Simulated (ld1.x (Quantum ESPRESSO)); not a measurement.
# Scattering properties, TM potential for indium

```json
{
  "Element": "In",
  "Generator": "ld1.x (Quantum ESPRESSO) 7.5",
  "Type": "norm-conserving Troullier–Martins (Kleinman–Bylander form)",
  "Functional": "PBEsol",
  "Relativity": "scalar-relativistic",
  "Frozen core": "[Kr] 4d10",
  "Valence charge": "3",
  "Reference configuration": "5s2 5p1",
  "Partial waves": "5s (bound): rc 2.35 bohr; 5d channel at 0.25 Ry: rc 2.30 bohr; 5p (bound): rc 2.15 bohr",
  "Local potential": "the p channel",
  "Core correction": "none"
}
```

The phase is arctan(r·u′/u) with u = r·R(r), unwrapped; energies in Ry, scanned from -3 to 5 Ry. A pole is an energy at which the radial function vanishes at the test radius. The pseudo phase is shifted by a multiple of π to meet the all-electron one at the reference energy, and phase errors are pseudo minus all-electron; the curves can meet again beyond the range given. Levels narrower than the energy grid can be missing from the lists of poles.

| channel | radius (bohr) | reference energy (Ry) | poles, all-electron | poles, pseudo | unbroken range about the reference energy with phases within 0.05 rad | phase error 1 Ry above the reference energy (rad) |
| --- | --- | --- | --- | --- | --- | --- |
| s | 2.56 | -0.61 | 1.18 | 0.23, 1.99 | below -0.1 | -1.233 |
| p | 2.56 | -0.19 | 2.48 | 2.21 | below 2.9 | -0.014 |
| d | 2.56 | 0.25 | -1.24, 4.84 | -2.12, 4.14 | -0.9 to 1.1 | -0.105 |

Note: ghost state, extra bound levels that the all-electron valence spectrum of the same l lacks: d at -31.2 eV. A true bound ghost makes a file unfit for plane-wave use.

Phases in the s channel:

```
E (Ry)  all-electron  pseudo
 -3.00         1.278   1.273
 -2.52         1.229   1.221
 -2.04         1.147   1.136
 -1.56         0.984   0.967
 -1.08         0.534   0.512
 -0.60        -0.589  -0.589
 -0.12        -1.209  -1.248
  0.36        -1.420  -2.118
  0.84        -1.522  -4.524
  1.32        -1.588  -4.637
  1.80        -1.638  -4.695
  2.28        -1.683  -4.737
  2.76        -1.731  -4.771
  3.24        -1.788  -4.802
  3.72        -1.869  -4.833
  4.20        -2.006  -4.868
  4.68        -2.301  -4.910
```
